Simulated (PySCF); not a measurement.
Cartesian coordinates (Å):
```xyz
1

Br     0.0000     0.0000     0.0000
```
Charge 0, spin multiplicity 2.

Q: Give the total energy, dipole moment and highest occupied spin orbital at the level PBE0-D3(BJ)/def2-TZVP (PySCF).

A: 
```yaml
total_energy: -2573.8119 Ha
dipole_moment: 0.00 D
highest_occupied_spin_orbital: -8.76 eV
```
